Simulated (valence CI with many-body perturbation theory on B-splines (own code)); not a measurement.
The numbers below are computed, except where a source is named.
# Run record, Pr54+

The program does CI of the valence electrons with many-body perturbation theory for a frozen closed Dirac-Fock core.

Command, and the settings that its task file holds:

```sh
python run_cv.py task.json out
```

```
atom Pr  Z=59  mass_number=141  rms_radius_fm=4.8919
core [He]
valence 2s2 2p1
avg = 1
basis = S
breit = 1
cap = 10000
capref = 1200
cscale = 1
de = 0.0
dress = 0
eps = 2e-08
extrap = 1
h = 0.27
hh = 1
l2 = 3
lcore = 6
maxit = 60
n2 = 5
natural = 1
nlev = 21
nno = [3, 3, 3, 2, 1]
nroot = 26
ns = 4
nsp = [3, 3, 2, 1, 0]
pt2 = 1
qed = 1
rpa = 1
s1 = 1
s2 = 1
s3 = 1
screen = 1
tol = 2e-05
whole = 1
```

Log. The first blocks belong to the next ion, which gives the ionisation energy. Fields: 2J, parity (1 odd), roots, reference size, generating configurations, candidates as configurations/state functions, variational space P, stored matrix elements, Davidson steps; e2 is the range of second-order energies in hartree. The first line gives the box (bohr), its intervals, the orbitals and the steps of their self-consistent field. Window is the range of levels sought, series limit the energy at which the first omitted orbital would enter, core excitation an estimate of the first excitation out of the core, left out the lowest levels not solved, and shifts from estimates the range by which levels moved from their first estimate, all in cm⁻¹.

```
rmax 1.1 intervals 53 orbitals 36 references ['2s2 2p', '2s 2p2', '2p3'] scf 2 t 0.5
2J=0 par=0 roots 2 ref 15 generators 3 cand 92/92 P 107/107 nnz 0 it 0
   second order: generators 3 cand 0/0 e2 -0.00000 -0.00000
2J=0 par=1 roots 2 ref 11 generators 3 cand 73/73 P 84/84 nnz 0 it 0
   second order: generators 6 cand 0/0 e2 -0.00000 -0.00000
2J=2 par=1 roots 2 ref 28 generators 2 cand 188/188 P 214/214 nnz 0 it 0
2J=2 par=1 roots 2 ref 28 generators 2 cand 2/2 P 216/216 nnz 0 it 0
   second order: generators 2 cand 0/0 e2 -0.00000 -0.00000
reference levels 291, estimated 219, window 52625961 1/cm; series limit 68786012, core excitation 292353475
2J=1 par=1 roots 8 ref 32 generators 10 cand 148/200 P 1774/2581 nnz 8.3e+05 it 3
2J=1 par=1 roots 8 ref 32 generators 13 cand 217/323 P 1782/2596 nnz 8.4e+05 it 4
   second order: generators 14 cand 225/332 e2 -0.00000 -0.00000
2J=1 par=0 roots 9 ref 34 generators 12 cand 195/260 P 1778/2616 nnz 8.5e+05 it 4
2J=1 par=0 roots 9 ref 34 generators 14 cand 203/274 P 1790/2636 nnz 8.7e+05 it 4
   second order: generators 15 cand 211/286 e2 -0.00000 -0.00000
2J=3 par=1 roots 10 ref 47 generators 14 cand 856/1747 P 1719/3492 nnz 1.6e+06 it 4
2J=3 par=1 roots 10 ref 47 generators 15 cand 479/891 P 1759/3592 nnz 1.7e+06 it 3
   second order: generators 15 cand 439/791 e2 -0.00000 -0.00000
2J=3 par=0 roots 8 ref 45 generators 10 cand 711/1359 P 1647/3324 nnz 1.4e+06 it 4
2J=3 par=0 roots 8 ref 45 generators 12 cand 540/1046 P 1680/3395 nnz 1.5e+06 it 4
   second order: generators 14 cand 667/1390 e2 -0.00000 -0.00000
2J=5 par=0 roots 5 ref 39 generators 9 cand 897/2039 P 1481/3235 nnz 1.4e+06 it 4
2J=5 par=0 roots 5 ref 39 generators 11 cand 713/1528 P 1501/3286 nnz 1.5e+06 it 4
   second order: generators 12 cand 855/1968 e2 -0.00000 -0.00000
2J=5 par=1 roots 5 ref 36 generators 7 cand 857/2009 P 1634/3530 nnz 1.7e+06 it 4
2J=5 par=1 roots 5 ref 36 generators 9 cand 543/1199 P 1679/3656 nnz 1.8e+06 it 4
   second order: generators 10 cand 498/1073 e2 -0.00000 -0.00000
2J=7 par=1 roots 2 ref 21 generators 4 cand 516/1224 P 1314/2972 nnz 1.3e+06 it 3
2J=7 par=1 roots 2 ref 21 generators 4 cand 331/771 P 1386/3140 nnz 1.5e+06 it 3
   second order: generators 5 cand 259/603 e2 -0.00000 -0.00000
left out: unestimated 76361808, estimated 56452906, shifts from estimates -0 to 10
```

Question: What became of the run, and why?

Answer: It gave no result: the setting left no core shell for the response of the core. The program said: "need at least one array to concatenate".
